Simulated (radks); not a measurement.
Values are calculated unless marked as measured or tabulated.
Effect of the nuclear size on the chlorine ion Cl+, [Ne] 3s2 3p4. Level of theory: Dirac Kohn-Sham, exchange-only LDA, spin-unpolarised, spherical densities, finite nucleus; open shells are shared between the two j in proportion to 2j + 1; Fermi nuclear charge, rms radius 3.3654 fm (a radial shooting solver on a logarithmic mesh with Libxc functionals). The rms radius is varied about that value; shifts are against it.

rms radius (fm)	total energy shift (eV)	density at nucleus (e/bohr^3)	1s1/2 shift (meV)	2s1/2 shift (meV)
2.7293	-0.00477	3580	-2.01	-0.146
3.0692	-0.00234	3572	-0.986	-0.072
3.3654	0	3566	0.000	0.000
3.6414	0.00237	3560	0.999	0.073
4.0217	0.00595	3554	2.50	0.182

Slopes of the eigenvalues against <r^2> in GHz/fm^2, as finite differences over the two radii next to the reference (eigenvalue slopes, not the field-shift constants of lines): 1s1/2 125, 2s1/2 9.08.
